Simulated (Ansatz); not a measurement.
A set of 12 reactions (ligand exchange), with CCSD(T)/CBS values in kJ/mol:

```tsv
reaction	ΔE
`C[SiH2][CH2][AlH2]` + `BS` → `BS[SiH2]C` + `[CH3][AlH2]`	-42.4
`FBOC[SiH3]` + `N=C(N)[SeH]` → `N=C(N)[Se][SiH3]` + `COBF`	-81.2
`O[SiH2]O[Si](F)(Cl)Cl` + `NC=O` → `O=CN[SiH2]O` + `O[Si](F)(Cl)Cl`	55.0
`[SiH3][SiH2]Cl` + `O=C(O)O` → `O=C(O)O[SiH2][SiH3]` + HCl	10.9
`BNC(C)=O` + `N[AsH2]` → `B[AsH]N` + `CC(N)=O`	98.0
`C[SiH2]SP` + `[SH][Ti]([Cl])([Cl])[Cl]` → `C[SiH2][S][Ti]([Cl])([Cl])[Cl]` + `PS`	-20.8
`C[SiH2][CH2][AlH2]` + `C=C=N` → `C=C=[N][AlH2]` + `C[SiH2]C`	-110.7
`[CH3][SnH2][BH][SiH3]` + H–F → `FB[SiH3]` + `[CH3][SnH3]`	-128.8
`C[SiH2][SiH2]C=N` + HCl → `C[SiH2][SiH2]Cl` + `C=N`	-99.9
`N=C(S)[SiH2]O` + `[OH][GeH3]` → `O[SiH2][O][GeH3]` + `N=CS`	-120.9
`C[CH](F)[InH2]` + H₂Se → `[SeH][InH2]` + `CCF`	-170.6
`[BH2][Zn][NH2]` + NH₃ → `[NH2][Zn][NH2]` + BH₃	-25.5
```

Computed with Ansatz on PBE0-D4/def2-TZVP structures; ΔE is electronic, products minus reactants. CBS: MP2 limit from def2 TZ/QZ plus the TZ coupled-cluster correction, frozen cores. This one scheme is used for every species. Functionals use def2-TZVPP. Elements past krypton have def2 core potentials. For As, Ge, In, Se, Sn, Ti, Zn outer-core shells are correlated without core-valence functions, which leaves a few kJ/mol of doubt a bond. Scalar relativity is left out up to krypton. One conformer a species, not always the lowest.

(1) Give the mean, mean absolute and largest difference (level minus CCSD(T)/CBS, kJ/mol) for: PBE-D4, r2SCAN-D4, ωB97X-V, PBE, r2SCAN, PBE0, CCSD/def2-TZVPP, CCSD(T)/def2-TZVPP, HF/def2-QZVPP, MP2/def2-QZVPP, SCS-MP2/def2-QZVPP, HF/CBS(def2), MP2/CBS(def2), CCSD/CBS(def2). (An estimate is asked.)

The largest T1 diagnostic in the set is 0.026, for `[SH][Ti]([Cl])([Cl])[Cl]` (customary mark 0.02).

CCSD(T)/CBS is a level of theory with its own doubt, and the functionals carry their triple-zeta basis error, so these figures describe this set and don't rank the functionals.

## Answers

(1) Computed: 
```tsv
level	mean	mean absolute	largest
PBE-D4	3.8	7.1	17.6
r2SCAN-D4	-0.4	4.6	-16.6
ωB97X-V	0.0	3.6	-19.0
PBE	3.2	7.9	17.5
r2SCAN	-0.6	5.2	-18.7
PBE0	1.2	5.7	-13.4
CCSD/def2-TZVPP	-0.1	3.8	-11.3
CCSD(T)/def2-TZVPP	0.3	2.9	-8.8
HF/def2-QZVPP	-7.3	15.7	-38.2
MP2/def2-QZVPP	-2.8	3.3	-8.1
SCS-MP2/def2-QZVPP	-2.6	4.3	-8.7
HF/CBS(def2)	-7.3	15.8	-38.2
MP2/CBS(def2)	-2.9	4.1	-7.4
CCSD/CBS(def2)	-0.5	2.1	-5.0
```
